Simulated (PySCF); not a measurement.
Compound: CrF3 (quartet state).
Bonds: Cr1–F2, Cr1–F3, Cr1–F4.

Computed by this run: PBE0-D3(BJ)/def2-SVP geometry optimisation, gas phase (PySCF 2.14.0); unrestricted, density fitting, grid level 1; the optimiser is geomeTRIC in internal coordinates, started from a GFN2-xTB structure with every atom displaced at random (about 0.03 Å).

Step 0: E = -36551.0001 eV
```
atom  x, y, z in Å  |  force x, y, z in eV/Å
Cr1     0.0607   -0.0770    0.0138   -2.414   5.046  -0.068
F2      1.6926   -0.0511    0.0067    2.828  -0.063   0.002
F3     -0.8822    1.4930   -0.0473    1.270  -2.017   0.081
F4     -0.7878   -1.4554   -0.0037   -1.685  -2.966  -0.015
```

Step 1: E = -36551.3975 eV
```
atom  x, y, z in Å  |  force x, y, z in eV/Å
Cr1     0.0380   -0.0317   -0.0045   -0.503   0.885  -0.021
F2      1.7339   -0.0251    0.0128    0.290  -0.014  -0.004
F3     -0.8549    1.4484   -0.0406    0.364  -0.493   0.021
F4     -0.8337   -1.4821    0.0019   -0.152  -0.378   0.004
```

Question: Estimate the geometry and energy of step 2. (The exact step hangs on the optimiser's Hessian estimate; all steps are aligned on step 1, rigid shifts and turns removed.)

Answer: E = -36551.4088 eV, largest force 0.306 eV/Å
```
atom  x, y, z in Å  |  force x, y, z in eV/Å
Cr1     0.0271   -0.0242   -0.0056    0.083  -0.153   0.002
F2      1.7314   -0.0124    0.0128    0.063  -0.017  -0.006
F3     -0.8349    1.4363   -0.0399   -0.131   0.276   0.003
F4     -0.8403   -1.4901    0.0022   -0.015  -0.107   0.000
```

The energy changes by -0.0112 eV. The first-order estimate −F·Δx gives -0.0285 eV and the mean of the old and new forces, exact on a quadratic surface, -0.0105 eV. The step makes an angle of 46° with the force vector and moves no atom by more than 0.023 Å.

What follows is the cost of the whole optimisation. Hardware: one thread of an Arm Neoverse V2, no GPU, shared host. Cost: 23 s wall, 0.30 GiB resident at most.
